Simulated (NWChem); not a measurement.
System: AsF$_{2}$, doublet; SMILES F[As]F

Computed with NWChem. Spin-unrestricted. In the optimisation the excess spin sits in b2 (C2v, its own frame). The geometry was optimised at PBE0/def2-SVP, spin-unrestricted. No stability test was run on the SCF state. Level B3LYP/def2-SVP: energy and gradient on several grids; changes count from the extra-fine grid, which is no exact limit either.

Question: Which is the coarsest grid (xcoarse; xfine; fine; medium; coarse) from which on the energy stays within 50 μHa and each gradient component within 100 μHa/bohr of xfine?

Answer: medium.
| grid | size of the energy change (μHa) | largest change of a gradient component (μHa/bohr) |
|---|---|---|
| xcoarse | 300 | 4000 |
| coarse | 20 | 600 |
| medium | < 10 | 60 |
| fine | < 10 | < 30 |
| xfine | < 10 | < 30 |
